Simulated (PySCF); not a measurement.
C8H7FO2.
SMILES: `O=C(O)CC1=CC=C(F)C=C1`

Torsions of this conformer, `[O:1]=[C:2]([OH:3])[CH2:4][c:5]1[cH:6][cH:7][c:8]([F:9])[cH:10][cH:11]1`: O1–C2–C4–C5 -5°, C2–C4–C5–C6 -90°, H–O3–C2–O1 0°.

The closed-shell ground state was solved at several levels (PySCF, density fitting, gas phase, non-relativistic). Geometry: PBE0-D3(BJ)/def2-SVP, one conformer, isolated molecule.

```csv
level,basis functions,HOMO (eV),LUMO (eV),gap (eV),dipole (D)
PBE0/pcSseg-1,222,-7.13,-0.61,6.52,2.63
wB97X-D/def2-SVPD,285,-8.91,1.06,9.97,2.71
```

What might B3LYP/pcJ-1 (367 basis functions) give for the same quantities?

HOMO -6.88 eV, LUMO -0.79 eV, gap 6.09 eV, dipole 2.62 D.

Over all these levels, which gives the widest orbital gap and which the narrowest?

wB97X-D/def2-SVPD (range-separated hybrid) has the widest, 9.97 eV, and B3LYP/pcJ-1 (global hybrid, 20 % exact exchange) the narrowest, 6.09 eV. Functional and basis both differ between the two, so the spread mixes both effects.

How far do the dipole and the HOMO energy spread over the levels?

The dipole runs from 2.62 to 2.71 D (mean 2.66 D) and the HOMO from -8.91 to -6.88 eV.
